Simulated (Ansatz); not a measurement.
Reaction (redistribution): `[SiH3]B[SiH2]Cl` + `C[O][GeH]([F])[S]C` → `F[SiH2]B[SiH3]` + `C[O][GeH]([Cl])[S]C`

Program: Ansatz. Geometries: PBE0-D4/def2-TZVP. ΔE: electronic, gas phase. CCSD(T)/CBS adds triple-zeta CCSD(T) − MP2 to the extrapolated MP2 energy (def2 sets, frozen cores). DFT in def2-TZVPP. For Ge outer-core shells are correlated without core-valence functions, which leaves a few kJ/mol of doubt a bond. Scalar relativity is left out up to krypton. Each species was taken in one conformer, which may not be the lowest.

| species | B2PLYP energy (Eh) |
| --- | --- |
| `[SiH3]B[SiH2]Cl` | -1067.27437 |
| `C[O][GeH]([F])[S]C` | -2730.21653 |
| `F[SiH2]B[SiH3]` | -707.03907 |
| `C[O][GeH]([Cl])[S]C` | -3090.46895 |

Task: Work out ΔE.

Result: ΔE = (-707.03907) + (-3090.46895) − (-1067.27437) − (-2730.21653) = -0.01712 Eh = -44.9 kJ/mol. CCSD(T)/CBS gives -45.8 kJ/mol.

Largest T1 diagnostic among the species: 0.013.

The D4 term adds −3.3 kJ/mol with B3LYP and −2.0 kJ/mol with PBE0; it sums over pairs of atoms, weighted by their polarisabilities, and B3LYP, whose exchange is more repulsive, gets the larger term.

B3LYP here is the variant with VWN-RPA as its local correlation; programs differ in this.
